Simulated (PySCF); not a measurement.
**Xe (xenon, neutral): UHF calculation**

Configuration: [Xe], closed-shell 1S. Calculation: PySCF 2.14, in cc-pVDZ-PP with ECP28MDF; scalar relativity through the core potential.

- Total energy: -328.290852 hartree
- One-electron energy: -571.6424 hartree
- Hartree (Coulomb) energy: 266.0054 hartree
- Exchange energy: -22.6539 hartree
- ⟨S²⟩: 0.0000
- ⟨L²⟩: 0.000
- Sum of ⟨r⟩: 32.57 bohr
- Sum of ⟨r²⟩: 58.76 bohr²
- Time after the integrals: 0.06 s of wall time on 1 thread of Neoverse-V1 (shared host)

```
shell  electrons  mean orbital energy (eV)  rms radius, mean of both spins (bohr)
   4s          2                   -228.51                                  0.767
   4p          6                   -166.84                                  0.820
   4d         10                   -72.430                                  0.936
   5s          2                   -27.415                                   2.03
   5p          6                   -12.355                                   2.47
```

Energies and moments cover only the electrons outside the core potential.
